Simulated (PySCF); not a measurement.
**Radial density of Re²⁺ (rhenium, charge +2)**

r2SCAN, [Xe] 4f14 5d5, high-spin 6S determinant. Calculation: PySCF 2.14, in ANO-RCC-VTZP; scalar relativity by spin-free X2C-1e.

| r (bohr) | 4πr²ρ (e/bohr) | 4πr²(ρα − ρβ) |
| --- | --- | --- |
| 0.0193 | 92.85 | -0.0042 |
| 0.0324 | 102.8 | -0.0015 |
| 0.0545 | 138.6 | 0.0645 |
| 0.0916 | 107.6 | 0.2497 |
| 0.154 | 127.0 | 0.1216 |
| 0.259 | 69.32 | 0.0698 |
| 0.436 | 77.95 | 0.4286 |
| 0.733 | 28.93 | 0.1911 |
| 1.23 | 12.96 | 3.2953 |
| 2.07 | 2.887 | 2.0749 |
| 3.49 | 0.2278 | 0.2222 |
| 5.87 | 0.003325 | 0.0033 |

Densities and radii are taken from the X2C orbitals without a picture-change correction, which distorts them close to the nucleus.

Spin-orbit coupling, which splits the p, d and f shells strongly at this Z, is absent.

Task: Where is the radial spin density 4πr²(ρα − ρβ) most negative, and why is it negative at all?

Result: Around r = 0.0193 bohr, down to -0.0042 e/bohr: exchange with the open shell polarises the paired shells in an unrestricted calculation.
